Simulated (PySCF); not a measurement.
Osmium: a sound run and one with changed settings

Sound run: Os⁺ [Xe] 4f14 5d6 6s1, Os²⁺ [Xe] 4f14 5d6. Computed with PySCF 2.14 in cc-pVTZ-PP with ECP60MDF (5s5p4d2f1g, 63 functions), with a scalar-relativistic core potential. In the sound run the correlated levels freeze 5s2 5p6 outside the core potential. The sound run starts from symmetry-adapted Hartree-Fock orbitals and uses a fine grid where one is needed.

Changed run: all electrons correlated in a basis built for the valence shell.

```tsv
species	method	sound run (hartree)	changed run (hartree)	converged
Os⁺	MP2	-89.96033	-90.22764	yes
Os²⁺	MP2	-89.34096	-89.59379	yes
```

Ionisation energy of Os⁺:

```json
{"method": "UHF", "sound run (eV)": "16.018", "changed run (eV)": "16.018"}
{"method": "MP2", "sound run (eV)": "16.854", "changed run (eV)": "17.248"}
{"method": "SCS-MP2", "sound run (eV)": "16.488", "changed run (eV)": "16.857"}
```

A valence basis has no tight correlating functions, so it recovers only part of the core correlation, and not evenly between atom and ion.

For comparison, NIST gives 17 ± 1 eV between the lowest levels.
